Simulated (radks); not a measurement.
Question: Zn III, 28 electrons, occupied as [Ne] 3s2 3p5.75 3d10 4p0.25 (fractional occupations, a model configuration). All-electron calculation, scalar-relativistic Kohn-Sham, exchange-only LDA, spin-unpolarised, spherical densities, point nucleus. Program: a radial shooting solver on a logarithmic mesh with Libxc functionals. Some entries of the table are withheld. Estimate them.

orbital,occ.,eigenvalue (hartree),<r^2> (bohr^2)
1s,2,(1),(2)
2s,2,-43.28534,0.06059
2p,6,-37.67627,0.04830
3s,2,(3),0.5377
3p,5.75,-3.86232,0.6007
3d,10,-1.17132,0.9900
4s,0,-0.84802,(4)
4p,0.25,-0.57362,(5)
4d,0,-0.26927,22.93

Answer: 
(1) 1s eigenvalue (hartree): -350.2046
(2) 1s <r^2> (bohr^2): 0.003415
(3) 3s eigenvalue (hartree): -5.53012
(4) 4s <r^2> (bohr^2): 5.513
(5) 4p <r^2> (bohr^2): 8.283
